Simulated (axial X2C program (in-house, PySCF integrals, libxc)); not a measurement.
NaZr⁺: from the spin-free to the two-component result

Calculated with an in-house all-electron X2C program for linear molecules (integrals from PySCF). Spin-free means the one-electron spin-free X2C Hamiltonian; two-component (2c) means X2C with spin–orbit coupling and atomic mean-field two-electron Coulomb and Gaunt terms, so the difference of the two also holds small scalar two-electron terms. Basis: Zr dyall-cv3z [11s12p9d6f3g], Na dyall-cv3z [9s8p5d2f] (cores contracted in-house); Gaussian nuclei, density fitting, unrestricted open shells. Masses: Zr 89.905 u, Na 22.990 u.

Spin-free state: M_S = 1, Λ = 2 (beyond evenly filled blocks: σα, δ+α); fragments Zr + Na+.

```tsv
level	Re (Å)	ωe (cm⁻¹)	De (eV)	μ (D)
PBE0	3.443	136.2	0.931	5.57
M06	3.574	108.6	0.740	7.73
```

Dipoles are positive if Na is the positive end and refer to the centre of mass.

Two-component determinant lowest at the distance of the search:

Ω = 1 (⟨Sz⟩ = -1.00, ⟨Lz⟩ = 2.00 at PBE0); fragments Zr + Na+.

```tsv
level	Re (Å)	ωe (cm⁻¹)	μ (D)
PBE0	3.442	136.2	5.56
M06	3.575	107.7	7.74
```

Q: From the two tables, how do the constants change at the PBE0 level (2c against spin-free)?

A: At the PBE0 level Re is unchanged within 0.001 Å and ωe doesn't move by more than 0.2 cm⁻¹.

Occupations by symmetry block were frozen at the best pattern of an incomplete PBE0 search. De is counted from the lowest determinant-based energies of the atoms at the same level, without counterpoise correction. De is not given where an atomic determinant may have missed its ground term or J level, or where the truncated virtual space spoils (T). Density functionals use the spin component along the axis (collinear). PBE0 can misorder states that lie within some tenths of an eV, so this need not be the ground state of the molecule. The nearest other spin-free determinant of the search, M_S = 1, Λ = 0, lies 0.07 eV up at the distance of the search. Without a current term, density functionals place determinants with orbital angular momentum somewhat too high. The atomic limit has a lower orbital projection than the molecule and lies lower at mean-field level, so De may be about a tenth of an eV too small. With several unpaired electrons one determinant need not be a pure state.
